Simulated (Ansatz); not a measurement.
CH$_{4}$FIOSi, SMILES `FC(I)O[SiH3]`. The species carries charge 0 and has multiplicity 1. I takes the def2 core potential.

```xyz
9

F    -0.0326   -1.8684   -0.0075
C    -0.5556   -0.9032   -0.8064
I    -2.6458   -0.6156   -0.1821
O     0.1607    0.2223   -0.7495
Si    0.7900    0.9488    0.6266
H    -0.6224   -1.2786   -1.8259
H    -0.2510    1.0242    1.6770
H     1.1963    2.2909    0.1610
H     1.9603    0.1796    1.1069
```

(1) What are the harmonic wavenumbers in cm⁻¹ at PBE0-D4/def2-TZVP (Ansatz, finite differences of forces, unscaled)? (Best estimate.)

(2) Is this a minimum?

(3) Give the ideal-gas thermochemistry at 298.15 K and 1 bar (rigid rotor, harmonic oscillator; point group C1, symmetry number 1).

(4) And at 400, 500, 600, 800 and 1000 K?

Answers

(1) Ansatz gave: 56, 85, 146, 260, 277, 586, 612, 710, 742, 751, 937, 948, 956, 1059, 1213, 1292, 1372, 2256, 2264, 2279, 3146.

(2) Yes, all 21 modes are real.

(3) Zero-point energy 131.3 kJ/mol; H(298) − E = 151.6 kJ/mol; entropy 364.9 J/(mol·K), of which translation 175.3, rotation 120.5, vibration 69.2; G(298) − E = 42.8 kJ/mol. Modes under 100 cm⁻¹ are hindered rotations or soft bends, so the harmonic entropy is rough.

(4) 
```json
{"T (K)": "400", "H − E (kJ/mol)": "162.7", "S (J/mol/K)": "396.8", "G − E (kJ/mol)": "4.0"}
{"T (K)": "500", "H − E (kJ/mol)": "175.3", "S (J/mol/K)": "424.8", "G − E (kJ/mol)": "-37.1"}
{"T (K)": "600", "H − E (kJ/mol)": "189.2", "S (J/mol/K)": "450.1", "G − E (kJ/mol)": "-80.9"}
{"T (K)": "800", "H − E (kJ/mol)": "219.9", "S (J/mol/K)": "494.1", "G − E (kJ/mol)": "-175.4"}
{"T (K)": "1000", "H − E (kJ/mol)": "253.4", "S (J/mol/K)": "531.5", "G − E (kJ/mol)": "-278.1"}
```
